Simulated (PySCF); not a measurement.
Computed IR spectrum (relative IR intensity) of a molecule C2H7NSi2. Geometry: B3LYP-D3(BJ)/def2-SVP. The values are those of a single conformer. Method: B3LYP-D3(BJ)/def2-SVP in PySCF. Frequencies are harmonic and unscaled.

ν (cm⁻¹): 176 (vw), 356 (w), 467 (vw), 499 (w), 774 (m), 831 (vs), 891 (m), 933 (w), 942 (w), 947 (m), 1174 (vw), 1413 (vw), 2209 (m), 2215 (w), 2221 (m), 2227 (m), 2239 (m), 2370 (w) (against the strongest line: vs over 80 %, s over 45 %, m over 15 %, w over 4 %, vw less)

Question: Which structure fits?
A) N#CC[SiH2][SiH3]
B) C1=NC[SiH2][SiH2]1
C) N#CC([SiH3])[SiH3]
D) [SiH3]C1=N[SiH2]C1

Answer: A, N#CC[SiH2][SiH3]
